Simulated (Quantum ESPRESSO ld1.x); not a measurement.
Question: The lead ion Pb6+, configuration [Xe] 4f14 5d6 6s2 (not the ground configuration). Method: Dirac Kohn-Sham, BLYP, spin-unpolarised, spherical densities, point nucleus; open shells fill j = l - 1/2 first; computed with ld1.x of Quantum ESPRESSO 7.5. Some entries of the table are withheld. Estimate them.

orbital  occ.  eigenvalue (eV)  <r^2> (bohr^2)
1s1/2       2         -88080.8       0.0003571
2s1/2       2         -15815.6        0.005361
2p1/2       2         -15190.4             (1)
2p3/2       4         -12999.8             (2)
3s1/2       2         -3864.71         0.03475
3p1/2       2         -3582.99         0.03158
3p3/2       4         -3094.17         0.03792
3d3/2       4         -2631.90         0.02891
3d5/2       6         -2527.88         0.03063
4s1/2       2         -944.288          0.1666
4p1/2       2         -822.422             (3)
4p3/2       4         -702.647             (4)
4d3/2       4         -504.354             (5)
4d5/2       6         -481.992             (6)
5s1/2       2         -231.108          0.7950
4f5/2       6         -225.142          0.2412
4f7/2       8         -220.084          0.2478
5p1/2       2         -188.756          0.8984
5p3/2       4         -165.068           1.068
5d3/2       4              (7)           1.506
5d5/2       2              (8)           1.583
6s1/2       2         -78.3070           3.681

Answer: 
(1) 2p1/2 <r^2> (bohr^2): 0.003774
(2) 2p3/2 <r^2> (bohr^2): 0.004956
(3) 4p1/2 <r^2> (bohr^2): 0.1690
(4) 4p3/2 <r^2> (bohr^2): 0.2002
(5) 4d3/2 <r^2> (bohr^2): 0.2080
(6) 4d5/2 <r^2> (bohr^2): 0.2187
(7) 5d3/2 eigenvalue (eV): -104.160
(8) 5d5/2 eigenvalue (eV): -100.901
